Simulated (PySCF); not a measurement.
Delta-SCF ions had no search for a lower state. Excitations are Tamm–Dancoff values on a coarser integration grid. The basis has no diffuse functions, so Rydberg states are missing or too high.

Species: C$_{2}$H$_{5}$F$_{3}$Sn, SMILES `C[CH2][Sn]([F])([F])[F]` (charge 0, multiplicity 1).

**Question.** Estimate the HOMO–LUMO gap, brightest of the four lowest singlets (TDA), vertical ionisation energy (Delta-SCF), S1–T1 gap (TDA) and S1 oscillator strength that PBE0-D4/def2-TZVP // PBE0-D4/def2-SVP (PySCF) returns for this input.

**Answer.** 
```yaml
HOMO–LUMO gap: 7.53 eV
brightest of the four lowest singlets (TDA): 6.89 eV
vertical ionisation energy (Delta-SCF): 11.53 eV
S1–T1 gap (TDA): 1.59 eV
S1 oscillator strength: 0.403
```
